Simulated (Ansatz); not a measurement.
F2Si, SMILES `F[Si]F` (excited triplet) (charge 0, multiplicity 3). This triplet is an excited state, 3.20 eV above the relaxed singlet at the level composite: frozen-core CCSD(T) with HF/cc-pVQZ and the correlation energy extrapolated as X^-3 from cc-pVTZ and cc-pVQZ, plus CCSDT(Q) minus CCSD(T) in cc-pVDZ // PBE0-D3(BJ)/def2-TZVP (Ansatz, a first-principles code).

Level of theory: HSE06/cc-pVTZ // PBE0-D3(BJ)/def2-TZVP in Ansatz.

Ansatz 0.2 input:
```yaml
crystal:
  periodic: [false, false, false]
  atoms:
    - { symbol: F, position_ang: [-1.337144, -0.292328, 0.000005] }
    - { symbol: Si, position_ang: [-0.000465, 0.582514, -0.000001] }
    - { symbol: F, position_ang: [1.337609, -0.290187, -0.000004] }
basis:
  gaussian: { orbitals: cc-pVTZ }
hamiltonian:
  xc: hse06
magnetization:
  spin_polarized: true
  initial_magnetization: 2
```

Output:

```
Functional definition: HSE06
576 factors; their error is unknown
40 factors; integrals over basis functions are off by at most 1.7e-6 eV
mean field evaluation 1: about -13301.7286 eV, gradient 2.9e1 eV
mean field evaluation 2: about -13295.9841 eV, gradient 5.3e1 eV
mean field evaluation 4: about -13304.2271 eV, gradient 5.3e-1 eV
mean field evaluation 8: about -13304.2641 eV, gradient 7.9e-2 eV
mean field evaluation 16: about -13304.2641 eV, gradient 9.3e-6 eV
mean field -13304.26414135 eV, -488.9226892406 hartree, gradient 8.8e-6 eV, S^2 2.001529; 0 other end points of the search recorded, 0 dependent functions left out
reference -13304.26417257 eV, -488.9226903877 hartree; 17, 15 occupied and 77, 79 virtual orbitals, 576 factors
Total energy: -13304.26417257 eV, -488.9226903877 hartree
```
